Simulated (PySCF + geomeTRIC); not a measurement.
A geometry relaxed with r2SCAN-D4/def2-TZVP run with PySCF + geomeTRIC, charge 0, multiplicity 1:

```xyz
10

H     -2.2883    -0.9573    -0.0955
N     -1.3287    -1.2307    -0.2413
H     -1.2914     2.1175    -0.1506
H      1.9566    -1.4946     0.3520
H      2.4672     0.0754     0.3226
N     -0.3554     1.7720    -0.2962
H     -1.1895    -2.1783     0.0743
N      1.7446    -0.5635     0.0282
Ga     0.0090    -0.0014    -0.0565
H      0.3161     2.4672    -0.0087
```

Question: Write the SMILES of this molecule.

Answer: `[NH2][Ga]([NH2])[NH2]`
